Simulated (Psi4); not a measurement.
H3ClSi, triplet, at the geometry of the source list (a higher spin typed on purpose: for a closed-shell molecule this is an excited state), atoms displaced at random by about 0.03 Å a coordinate; TPSS/6-31G, gradient in Psi4 1.11.

The Psi4 input:
```
memory 2 GB

molecule {
0 3
Si   -0.13790798   -0.01965152   -0.05365186
Cl    1.87086248    0.04076391    0.08945190
H    -0.53291652   -0.93169756   -1.03903818
H    -0.64408130    1.30832764   -0.35764346
H    -0.59623331   -0.38792300    1.33164912
symmetry c1
no_reorient
no_com
}

set {
  basis 6-31g
  reference uks
}

gradient('tpss')
print_variables()
```

Q: Predict the main parts of the log of this Psi4 run.

A: 
```
gradient() will perform analytic gradient computation.

   => Loading Basis Set <=

    Name: 6-31G
    Role: ORBITAL
    Keyword: BASIS

         ---------------------------------------------------------
                                   SCF
               by Justin Turney, Rob Parrish, Andy Simmonett
                          and Daniel G. A. Smith
                              UKS Reference
         ---------------------------------------------------------

  ==> Geometry <==

    Molecular point group: c1
    Full point group: C1

    Geometry (in Angstrom), charge = 0, multiplicity = 3:

       Center              X                  Y                   Z               Mass
    ------------   -----------------  -----------------  -----------------  -----------------
         SI          -0.137907980000    -0.019651520000    -0.053651860000    27.976926534650
         CL           1.870862480000     0.040763910000     0.089451900000    34.968852682000
         H           -0.532916520000    -0.931697560000    -1.039038180000     1.007825032230
         H           -0.644081300000     1.308327640000    -0.357643460000     1.007825032230
         H           -0.596233310000    -0.387923000000     1.331649120000     1.007825032230

  Running in c1 symmetry.

  Rotational constants: A =      2.89378  B =      0.13262  C =      0.13231 [cm^-1]
  Rotational constants: A =  86753.36300  B =   3975.82679  C =   3966.50226 [MHz]
  Nuclear repulsion =   88.042779102058304

  Charge       = 0
  Multiplicity = 3
  Electrons    = 34
  Nalpha       = 18
  Nbeta        = 16

  ==> Algorithm <==

  SCF Algorithm Type is DF.
  DIIS enabled.
  MOM disabled.
  Fractional occupation disabled.
  Guess Type is SAD.
  Energy threshold   = 1.00e-08
  Density threshold  = 1.00e-08
  Integral threshold = 1.00e-12

  ==> Primary Basis <==

  Basis Set: 6-31G
    Blend: 6-31G
    Number of shells: 20
    Number of basis functions: 32
    Number of Cartesian functions: 32
    Spherical Harmonics?: false
    Max angular momentum: 1

  ==> DFT Potential <==

   => LibXC <=

    Version 7.1.2
    S. Lehtola, C. Steigemann, M. J. T. Oliveira, and M. A. L. Marques,  SoftwareX 7, 1–5 (2018) (10.1016/j.softx.2017.11.002)

   => Composite Functional: TPSS <=

    TPSS Meta-GGA XC Functional

    J. Tao, et al., Phys. Rev. Lett., 91, 146401, 2003

    Deriv               =              1
    GGA                 =           TRUE
    Meta                =           TRUE

    Exchange Hybrid     =          FALSE
    MP2 Hybrid          =          FALSE

   => Exchange Functionals <=

    1.0000   XC_MGGA_X_TPSS

   => Correlation Functionals <=

    1.0000   XC_MGGA_C_TPSS

   => LibXC Density Thresholds  <==

    XC_MGGA_C_TPSS:  1.00E-15
    XC_MGGA_X_TPSS:  1.00E-15

   => Molecular Quadrature <=

    Radial Scheme          =       TREUTLER
    Pruning Scheme         =           NONE
    Nuclear Scheme         =       TREUTLER

    Blocking Scheme        =         OCTREE
    BS radius alpha        =              1
    Pruning alpha          =              1
    Radial Points          =             75
    Spherical Points       =            302
    Total Points           =         108178
    Total Blocks           =            862
    Max Points             =            256
    Max Functions          =             32
    Weights Tolerance      =       1.00E-15

   => Loading Basis Set <=

    Name: (6-31G AUX)
    Role: JKFIT
    Keyword: DF_BASIS_SCF

  ==> Integral Setup <==

  SCF_SUBTYPE=INCORE selected. In-core MEM_DF algorithm will be used.
  Using in-core AOs.

  ==> MemDFJK: Density-Fitted J/K Matrices <==

    J tasked:                   Yes
    K tasked:                    No
    wK tasked:                   No
    Algorithm:                 Core
    Schwarz Cutoff:           1E-12
    Mask sparsity (%):       0.7812
    Fitting Condition:        1E-10

   => Auxiliary Basis Set <=

  Basis Set: (6-31G AUX)
    Blend: CC-PVDZ-JKFIT
[...]
  @DF-UKS Final Energy:  -751.21858528609596
    Total Energy =                       -751.2185852860959585
[...]

         ------------------------------------------------------------
                                   SCF GRAD
                          Rob Parrish, Justin Turney,
                       Andy Simmonett, and Alex Sokolov
         ------------------------------------------------------------

  ==> Geometry <==

    Molecular point group: c1
    Full point group: C1

    Geometry (in Angstrom), charge = 0, multiplicity = 3:

       Center              X                  Y                   Z               Mass
    ------------   -----------------  -----------------  -----------------  -----------------
         SI          -0.137907980000    -0.019651520000    -0.053651860000    27.976926534650
         CL           1.870862480000     0.040763910000     0.089451900000    34.968852682000
         H           -0.532916520000    -0.931697560000    -1.039038180000     1.007825032230
         H           -0.644081300000     1.308327640000    -0.357643460000     1.007825032230
         H           -0.596233310000    -0.387923000000     1.331649120000     1.007825032230

  Nuclear repulsion =   88.042779102058304

  ==> Basis Set <==

  Basis Set: 6-31G
    Blend: 6-31G
    Number of shells: 20
    Number of basis functions: 32
    Number of Cartesian functions: 32
    Spherical Harmonics?: false
    Max angular momentum: 1

  ==> DFJKGrad: Density-Fitted SCF Gradients <==

    Gradient:                    1
    J tasked:                  Yes
    K tasked:                   No
    wK tasked:                  No
    Integrals threads:           1
    Schwarz Cutoff:          1E-12
    Fitting Condition:       1E-10

   => Auxiliary Basis Set <=

  Basis Set: (6-31G AUX)
    Blend: CC-PVDZ-JKFIT
    Number of shells: 99
    Number of basis functions: 335
    Number of Cartesian functions: 335
    Spherical Harmonics?: false
    Max angular momentum: 3

  ==> DFT Potential <==

   => LibXC <=

    Version 7.1.2
    S. Lehtola, C. Steigemann, M. J. T. Oliveira, and M. A. L. Marques,  SoftwareX 7, 1–5 (2018) (10.1016/j.softx.2017.11.002)

   => Composite Functional: TPSS <=

    TPSS Meta-GGA XC Functional

    J. Tao, et al., Phys. Rev. Lett., 91, 146401, 2003

    Deriv               =              1
    GGA                 =           TRUE
    Meta                =           TRUE

    Exchange Hybrid     =          FALSE
    MP2 Hybrid          =          FALSE

   => Exchange Functionals <=

    1.0000   XC_MGGA_X_TPSS

   => Correlation Functionals <=

    1.0000   XC_MGGA_C_TPSS

   => LibXC Density Thresholds  <==

    XC_MGGA_C_TPSS:  1.00E-15
    XC_MGGA_X_TPSS:  1.00E-15

   => Molecular Quadrature <=

    Radial Scheme          =       TREUTLER
    Pruning Scheme         =           NONE
    Nuclear Scheme         =       TREUTLER

    Blocking Scheme        =         OCTREE
    BS radius alpha        =              1
    Pruning alpha          =              1
    Radial Points          =             75
    Spherical Points       =            302
    Total Points           =         108178
    Total Blocks           =            862
    Max Points             =            256
    Max Functions          =             32
    Weights Tolerance      =       1.00E-15

  -Total Gradient:
     Atom            X                  Y                   Z
    ------   -----------------  -----------------  -----------------
       1        0.130984019970     0.004979764212     0.008682730763
       2       -0.156270846280    -0.003967546289    -0.017817596154
       3        0.012643900007     0.026314662017     0.023715706405
       4        0.012353252833    -0.024519648125    -0.003322652293
       5        0.000208420242    -0.002825467674    -0.011291056586

  Variable Map:
  ----------------------------------------------------------------------------
[...]
  Array Variable Map:
  ----------------------------------------------------------------------------
[...]
[...]
```
